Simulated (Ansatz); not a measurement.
The first iterations of a band of CH$_{5}$Cl$_{2}$NTi (10 atoms, charge 0, multiplicity 1).

Method: RKS BLYP/def2-SVP in Ansatz.

* movable images: 5
* climbing image: yes
* spring: 5.0 eV/Å²
* optimiser: quadratic models (default)
* start path: through a guess of the saddle point
* force threshold: 0.05 eV/Å
* iteration limit: 60
* end points: relaxed

Initial state:

```xyz
10
Properties=species:S:1:pos:R:3
Ti -0.623 0.137 0.503
C 1.280 0.768 -0.069
N -0.956 -1.310 -0.631
H -0.716 -2.286 -0.414
Cl -1.980 1.833 0.037
Cl -0.417 -0.547 2.607
H 1.557 1.633 0.571
H 2.014 -0.053 0.073
H 1.274 1.077 -1.135
H -1.433 -1.251 -1.540
```

Final state:

```xyz
10
Properties=species:S:1:pos:R:3
Ti -0.924 -0.086 0.511
C 1.394 0.461 -0.336
N -1.563 -1.217 -0.548
H 0.734 -0.271 -0.876
Cl -1.990 1.901 0.394
Cl -0.531 -0.952 2.560
H 0.973 1.485 -0.340
H 1.633 0.131 0.695
H 2.327 0.458 -0.929
H -2.054 -1.910 -1.131
```

| iteration | highest image above the first end (eV) | largest band force component (eV/Å) |
| --- | --- | --- |
| 1 | 4.874 | 29.055 |
| 2 | 1.389 | 2.761 |
| 3 | 1.463 | 1.584 |
| 4 | 1.148 | 2.005 |

Q: Does the band converge within its limit, and where does its top end?

A: The run converged. It ended after 14 iterations with the highest image 1.281 eV above the first end. A vibrational analysis at the climbing image gives one clearly imaginary mode, 1353i cm⁻¹: a first-order saddle point. The orbitals stay closed-shell, which can raise the energy where a bond breaks towards radicals; this wasn't checked here.

Run time: 3.6 min on 4 threads of Arm Neoverse N1, with other jobs on the host, peak memory 0.2 GiB.
